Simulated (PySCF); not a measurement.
**BF2HSi: where a starting geometry ends**

The starting geometry of this gas-phase triplet was optimised with GFN2-xTB; its bonds are those of `FB(F)[SiH]`.

```xyz
5

B    -1.0196    0.9225   -0.3616
F     0.1743    1.4852   -0.5802
F    -0.9846   -0.0587    0.5516
Si   -2.5996    1.4588   -1.2605
H    -3.9608    0.9425   -1.1288
```

Task: Predict what becomes of its bonds when it is optimised with PBE0-D3(BJ)/def2-SVP.

Result: It keeps its bonds, and is `FB(F)[SiH]`.

The energy falls by 0.13 eV over 15 steps:

```json
{"step": "1", "E − E(last) (eV)": "0.127"}
{"step": "3", "E − E(last) (eV)": "0.010"}
{"step": "4", "E − E(last) (eV)": "0.001"}
{"step": "6", "E − E(last) (eV)": "0.001"}
{"step": "7", "E − E(last) (eV)": "0.001"}
{"step": "9", "E − E(last) (eV)": "0.000"}
{"step": "10", "E − E(last) (eV)": "0.000"}
{"step": "12", "E − E(last) (eV)": "0.000"}
{"step": "13", "E − E(last) (eV)": "0.000"}
{"step": "15", "E − E(last) (eV)": "0.000"}
```

Final geometry (Å):

```xyz
5

B    -1.0739    0.8625   -0.2601
F     0.1220    1.3979   -0.4165
F    -1.1910   -0.1228    0.6121
Si   -2.6362    1.5236   -1.3039
H    -3.9955    0.9218   -1.1376
```

No frequencies were run, so the end isn't proven a minimum. Open shells are spin-unrestricted. The triplet needn't be the ground state. Run with PySCF 2.14.0, 48 s on 2 threads of Arm Neoverse V2, on a shared host.
